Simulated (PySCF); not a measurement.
```xyz
3
charge -1 multiplicity 1, angstrom
Tl    0.0000    0.0000   -0.7157
Br    2.4088    0.0000    0.9434
Br   -2.4088    0.0000    0.9434
```

Computed with PySCF, B3LYP, basis Tl def2-SVPD with ECP60, Br def2-SVPD (scalar-relativistic core potentials, no spin–orbit coupling, density fitting).

This geometry of TlBr₂⁻ is a stationary point at this level.

Question: What is the point group?

Answer: C2v.

Question: Is it a minimum?

Answer: Yes: all harmonic wavenumbers are real, though the softest, 37 cm⁻¹, leaves little margin.

Question: List the harmonic modes with their infrared intensities.

Answer: 
| symmetry | ω (cm⁻¹) | IR (km/mol) |
| --- | --- | --- |
| a1 | 37 | 1.0 |
| b2 | 118 | 61.3 |
| a1 | 128 | 18.9 |

Question: Give the atomic charges and bond orders.

Answer: 
```csv
atom,Mulliken,Löwdin,polar tensor,Mayer order to Tl1
Tl1,0.52,0.22,0.83,–
"Br2,3",-0.76,-0.61,-0.92,0.47
```

In C2v the vibrations span 2a1 + b2. Here b1 is antisymmetric to the molecular plane and b2 lies in it.

Other isomers or separated fragments may lie lower. The lowest empty level of this anion is unbound, so it and the gap depend on the basis. Spin–orbit coupling, left out here, can matter for elements this heavy.
